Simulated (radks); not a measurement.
The numbers below are computed, except where a source is named.
Task: The europium ion Eu3+, 60 electrons, occupied as [Xe] 4f4.5 5d1 6p0.5 (fractional occupations, a model configuration). Level of theory: Dirac Kohn-Sham, PBE, spin-unpolarised, spherical densities, finite nucleus; open shells are shared between the two j in proportion to 2j + 1; Fermi nuclear charge, rms radius 5.1115 fm (a radial shooting solver on a logarithmic mesh with Libxc functionals). Some entries of the table are withheld. Estimate them.

| orbital | occ. | eigenvalue (hartree) | <r^2> (bohr^2) | r(max) (bohr) |
|---|---|---|---|---|
| 1s1/2 | 2 | -1777.143 | 0.0006793 | 0.01420 |
| 2s1/2 | 2 | -293.1441 | 0.01062 | 0.08072 |
| 2p1/2 | 2 | -278.1983 | 0.007726 | 0.06108 |
| 2p3/2 | 4 | -254.3898 | 0.008965 | 0.06680 |
| 3s1/2 | 2 | -65.94117 | 0.07109 | 0.2291 |
| 3p1/2 | 2 | -59.48415 | 0.06635 | 0.2163 |
| 3p3/2 | 4 | -54.63274 | 0.07348 | 0.2284 |
| 3d3/2 | 4 | -43.45160 | 0.05890 | 0.1819 |
| 3d5/2 | 6 | -42.39685 | 0.06090 | 0.1853 |
| 4s1/2 | 2 | -14.48107 | 0.3585 | (1) |
| 4p1/2 | 2 | -11.97941 | 0.3772 | 0.5317 |
| 4p3/2 | 4 | -10.89334 | 0.4151 | 0.5572 |
| 4d3/2 | 4 | -6.76531 | 0.4737 | (2) |
| 4d5/2 | 6 | -6.56770 | 0.4883 | (3) |
| 5s1/2 | 2 | -2.96663 | 1.932 | 1.199 |
| 5p1/2 | 2 | -2.23793 | (4) | 1.293 |
| 5p3/2 | 4 | -2.06549 | (5) | 1.359 |
| 4f5/2 | 1.92857 | -1.70671 | 0.8090 | 0.5701 |
| 4f7/2 | 2.57143 | -1.67873 | 0.8247 | 0.5743 |
| 5d3/2 | 0.4 | -1.07122 | 4.596 | 1.695 |
| 5d5/2 | 0.6 | -1.05187 | 4.741 | 1.722 |
| 6p1/2 | 0.166667 | (6) | 13.36 | 3.201 |
| 6p3/2 | 0.333333 | (7) | 14.44 | 3.345 |

Result: 
(1) 4s1/2 r(max) (bohr): 0.5269
(2) 4d3/2 r(max) (bohr): 0.5657
(3) 4d5/2 r(max) (bohr): 0.5738
(4) 5p1/2 <r^2> (bohr^2): 2.346
(5) 5p3/2 <r^2> (bohr^2): 2.597
(6) 6p1/2 eigenvalue (hartree): -0.72236
(7) 6p3/2 eigenvalue (hartree): -0.69187
